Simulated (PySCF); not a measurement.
Species: C3H12O2Si3.
Numbering: `[SiH3:1][O:2][SiH2:3][O:4][SiH2:5][CH:6]1[CH2:7][CH2:8]1` (hydrogens: H9, H10, H11 on Si1; H12, H13 on Si3; H14, H15 on Si5; H16 on C6; H17, H18 on C7; H19, H20 on C8)

Computed with PySCF, TDDFT B3LYP/def2-SVPD, vertical, gas phase, core orbitals frozen in the response. Geometry: PBE0-D3(BJ)/def2-SVP, one conformer, isolated molecule. Torsions of this conformer, `[SiH3:1][O:2][SiH2:3][O:4][SiH2:5][CH:6]1[CH2:7][CH2:8]1`: Si1–O2–Si3–O4 -6°, O2–Si3–O4–Si5 54°, Si3–O4–Si5–C6 -31°, O4–Si5–C6–C7 -87°.

```tsv
state	λ (nm)	E (eV)	f	main configurations (H = HOMO, L = LUMO)
S1	178.0	6.97	0.0018	H→L (51%), H-1→L (37%)
S2	173.7	7.14	0.012	H-1→L (40%), H→L (29%), H→L+1 (16%)
S3	171.9	7.21	0.0096	H→L+1 (38%), H-1→L+1 (36%)
S4	168.5	7.36	0.0019	H→L+1 (28%), H-1→L+1 (28%), H→L (14%)
S5	166.9	7.43	0.0013	H-3→L (72%), H-2→L (8%)
S6	166.0	7.47	0.0028	H→L+2 (57%), H-1→L+2 (10%), H-2→L (8%)
S7	165.8	7.48	0.015	H-2→L (51%), H→L+2 (11%), H-3→L (9%)
S8	162.9	7.61	0.051	H-1→L+2 (58%), H→L+2 (13%)
S9	160.7	7.71	0.024	H-2→L+1 (78%)
S10	159.1	7.79	0.0098	H-4→L (50%), H-2→L+2 (25%)
```

Triplets (Tamm–Dancoff): T1 6.75 eV, H→L (38%), H-1→L (37%), H-2→L (13%); T2 6.94 eV, H→L+1 (46%), H→L (14%), H→L+2 (13%); T3 6.97 eV, H-1→L+1 (44%), H-1→L (20%), H-1→L+2 (12%); T4 7.10 eV, H-3→L (72%).

The lowest singlet lies at 6.97 eV (178 nm, vacuum ultraviolet) and is very weak; its leading configuration is HOMO→LUMO (51%). The strongest level in the table is S8 at 7.61 eV (163 nm, f = 0.051). S6/S7 lie within about 0.01 eV of each other. Löwdin shares by element: HOMO carbon 40%, oxygen 16% or more (atoms not listed hold the other 44%); LUMO silicon 42% or more, oxygen 10% or more, hydrogen 9% or more (atoms not listed hold the other 39%). The listed states span 0.83 eV, and the widest gap between neighbours is 0.17 eV (S1 to S2). The oscillator strengths of these states sum to 0.130; summed over the whole spectrum of an exact calculation they would give the number of electrons, 88 (Thomas–Reiche–Kuhn). Of the 10 states listed, 4 reach f = 0.01 and none stays under 0.0005. All these states lie below the vertical ionisation energy of 9.78 eV (ΔSCF). Only the lowest 10 singlets were computed, as vertical energies without vibronic structure.
